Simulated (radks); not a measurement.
Results of a calculation; reference values are marked as such.
Cd, 48 electrons, occupied as [Kr] 4d10 5s2 (the NIST ground configuration). Level of theory: scalar-relativistic Kohn-Sham, r2SCAN, spin-polarised, spherical densities, finite nucleus; meta-GGA in the generalised Kohn-Sham scheme; Fermi nuclear charge, rms radius 4.6087 fm (a radial shooting solver on a logarithmic mesh with Libxc functionals).

Normalised radial functions P(r) = r R(r), r in bohr:

r	4s	4p	4d
0.003863	0.1492	0.0090	0.0001
0.005152	0.1823	0.0150	0.0002
0.006871	0.2172	0.0248	0.0004
0.009238	0.2502	0.0410	0.0008
0.01232	0.2718	0.0660	0.0018
0.01643	0.2710	0.1038	0.0039
0.02192	0.2322	0.1579	0.0084
0.02947	0.1361	0.2317	0.0179
0.03931	-0.0188	0.3149	0.0362
0.05242	-0.2159	0.3888	0.0700
0.06992	-0.3940	0.4127	0.1278
0.09326	-0.4477	0.3303	0.2157
0.1254	-0.2636	0.0906	0.3323
0.1672	0.1472	-0.2611	0.4404
0.223	0.5761	-0.5704	0.4792
0.2975	0.6605	-0.5922	0.3686
0.4	0.1637	-0.1639	0.0554
0.5335	-0.6437	0.5282	-0.3798
0.7115	-1.1983	1.0708	-0.7743
0.949	-1.1417	1.1304	-0.9461
1.266	-0.6859	0.7860	-0.8552
1.702	-0.2585	0.3669	-0.6076
2.27	-0.0616	0.1173	-0.3565
3.027	-0.0085	0.0240	-0.1716
4.037	-0.0006	0.0029	-0.0657
5.428	0.0000	0.0002	-0.0180
7.24	0.0000	0.0000	-0.0035
9.656	0.0000	0.0000	-0.0004

4s: eigenvalue -108.92 eV, 3 radial nodes at r = 0.0381, 0.153, 0.425 bohr, <r> = 0.882 bohr, 90 % of the charge inside 1.28 bohr. 4p: eigenvalue -69.057 eV, 2 radial nodes at r = 0.136, 0.430 bohr, <r> = 0.962 bohr, 90 % of the charge inside 1.42 bohr. 4d: eigenvalue -12.195 eV, 1 radial node at r = 0.416 bohr, <r> = 1.29 bohr, 90 % of the charge inside 2.05 bohr.
